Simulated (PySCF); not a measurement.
SrH₃⁻ at several levels of theory

All levels use the PBE0 minimum (singlet; Sr–H 2.299 Å (×3); H–Sr–H 120.0° (×3)), basis [Sr def2-TZVPD with ECP28, H def2-TZVPD], scalar-relativistic core potentials, density fitting, no spin–orbit coupling, PySCF. For vertical energies the ionised species is a doublet (spins chosen at PBE0 and kept). Open shells are unrestricted, also as the reference of the correlated levels. A dash marks a value that was not computed or is not defined at that level.

| level | vertical detachment energy (eV) | −ε(HOMO) (eV) | gap (eV) |
| --- | --- | --- | --- |
| PBE0 | 3.12 | 1.39 | 4.46 |
| CCSD(T) | ? | – | – |
| HF | 2.74 | 4.05 | 8.27 |
| PBE | 2.95 | 0.33 | 2.96 |
| r2SCAN | ? | ? | ? |
| B3LYP | 3.12 | 1.24 | 4.18 |
| TPSSh | 2.98 | 0.88 | 3.85 |
| MP2 | 3.40 | – | – |
| M06-L | 3.06 | 0.46 | 3.80 |
| B2PLYP | 3.28 | – | – |

Q: Fill in the row of CCSD(T).

A: vertical detachment energy (eV) 3.47.

Q: Fill in the row of r2SCAN.

A: vertical detachment energy (eV) 3.03, −ε(HOMO) (eV) 0.54, gap (eV) 3.67.

For SrH₃⁻ itself CCSD(T) correlates 14 electrons; T1 = 0.012, D1 = 0.038, (T) = -8 kJ/mol.

The lowest empty level of this anion is unbound, so it and the gap depend on the basis.
